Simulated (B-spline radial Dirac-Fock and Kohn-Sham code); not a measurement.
## Elastic and transport cross sections of lithium for electrons

Model: relativistic (Dirac) partial waves in the static field of the Dirac-Fock atom with Furness-McCarthy exchange, without polarisation or absorption potentials. Program: a radial atomic solver. σ_tr1 and σ_tr2 weight the cross section with 1 − P₁ and 1 − P₂ of cos θ; "backward" is the share scattered beyond 90°.

| energy (eV) | σ (a₀²) | σ_tr1 (a₀²) | σ_tr2 (a₀²) | σ/σ_tr1 | backward (%) |
| --- | --- | --- | --- | --- | --- |
| 35700 | 0.0304 | 6.02e-05 | 0.000156 | 505 | 0.013 |
| 47000 | 0.0238 | 3.67e-05 | 9.57e-05 | 649 | 0.0097 |
| 50000 | 0.0225 | 3.28e-05 | 8.58e-05 | 687 | 0.0091 |
| 57600 | 0.0200 | 2.55e-05 | 6.69e-05 | 783 | 0.0077 |
| 67800 | 0.0174 | 1.91e-05 | 5.03e-05 | 912 | 0.0063 |
| 68400 | 0.0173 | 1.88e-05 | 4.96e-05 | 920 | 0.0062 |
| 72200 | 0.0165 | 1.71e-05 | 4.51e-05 | 968 | 0.0058 |
| 85000 | 0.0145 | 1.28e-05 | 3.40e-05 | 1130 | 0.0048 |
| 100000 | 0.0128 | 9.64e-06 | 2.57e-05 | 1320 | 0.0039 |
| 148000 | ? | ? | ? | ? | ? |
| 200000 | 0.00794 | 2.97e-06 | 8.08e-06 | 2680 | 0.0015 |
| 300000 | 0.00637 | 1.53e-06 | 4.22e-06 | 4160 | 0.00081 |

**Question.** Fill in the row for 148 keV.

**Answer.** σ = 0.00963 a₀², σ_tr1 = 4.92e-06 a₀², σ_tr2 = 1.33e-05 a₀², σ/σ_tr1 = 1960, backward 0.0023 %. The ratio σ/σ_tr1 is roughly the number of elastic collisions that randomise the direction.

Values without a named source are computed, but for edge energies of neutral atoms, which are taken from tables.
